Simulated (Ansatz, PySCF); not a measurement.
Reaction (SMILES): O[Si](F)(F)F [trifluoro(hydroxy)silane] + 3 [SiH4] (SiH4) → 3 F[SiH3] + O[SiH3]
Each molecule is optimised on its own at B3LYP-D3(BJ)/def2-TZVP (Ansatz, an electronic-structure program), one conformer each, not searched for the lowest. Frequencies are from Ansatz or PySCF.

Quantity: bond separation energy (enthalpy at 298 K, with B3LYP-D3(BJ) rigid-rotor harmonic-oscillator terms), in eV. Valence correlation only, unless marked. No spin-orbit coupling. Non-relativistic. CBS marks a two-point X^-3 extrapolation of the correlation energy; Hartree-Fock from the larger set.

Level to compare with: CCSD(T)/CBS(cc-pV(T+d)Z,cc-pV(Q+d)Z) (Ansatz), 1.00 eV. It is a level with limits of its own, and the differences hold the functionals' basis error too.

Q: Rank these functionals by how close they come to CCSD(T)/CBS(cc-pV(T+d)Z,cc-pV(Q+d)Z), closest first: SVWN5/def2-TZVPD (Ansatz); LC-wPBE/def2-TZVPD (Ansatz); revPBE/def2-TZVPD (Ansatz).

A: LC-wPBE/def2-TZVPD (range-separated hybrid, 0.97 eV, difference -0.03), revPBE/def2-TZVPD (GGA, 0.90 eV, difference -0.10), SVWN5/def2-TZVPD (LDA, 1.17 eV, difference 0.17)
